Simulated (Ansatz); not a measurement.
Reaction (hydrogenolysis of the Si–Al bond): `CB[SiH2][AlH2]` + H₂ → `CB[SiH3]` + `[AlH3]`

Program: Ansatz. Geometries: PBE0-D4/def2-TZVP. ΔE: electronic, gas phase. CBS: MP2 limit from def2 TZ/QZ plus the TZ coupled-cluster correction, frozen cores. This one scheme is used for every species. DFT in def2-TZVPP. HSE06 is defined as in plane-wave codes. One conformer a species, not always the lowest.

| level | ΔE (kcal/mol) | difference from CCSD(T)/CBS |
| --- | --- | --- |
| r2SCANh-D4 | 2.2 | 1.8 |
| BHLYP-D4 | -2.3 | -2.7 |
| ωB97X-V | -1.2 | -1.6 |
| PBE-QIDH | 0.5 | 0.1 |
| BLYP | -0.8 | -1.2 |
| r2SCANh | 1.8 | 1.4 |
| HSE06 | 1.8 | 1.4 |
| BHLYP | -4.4 | -4.8 |
| CCSD/def2-SVP | -3.4 | -3.8 |
| CCSD/CBS(def2) | -1.2 | -1.6 |
| CCSD(T)/CBS | 0.4 | 0 |

What do rigid-rotor, harmonic-oscillator terms from PBE0-D4/def2-TZVP frequencies (298.15 K, 1 bar) make of the CCSD(T)/CBS value? (Best estimate.)

Ansatz gave: ΔZPE = +1.4 kcal/mol, ΔH = +0.7 kcal/mol, ΔS = 12 J/(mol·K), ΔG = -0.1 kcal/mol. Modes under 50 cm⁻¹ make the entropy rough.

Largest T1 diagnostic among the species: 0.014.

From PBE to PBE0 (25 % exact exchange), in def2-TZVPP and without D4, ΔE moves by −2.0 kcal/mol. Leaving LDA and LC-ωPBE aside and taking each functional with its dispersion term where it has one, the values, not all of them listed here, spread over 7.3 kcal/mol, from CAM-B3LYP-D4 to PBE-D4.
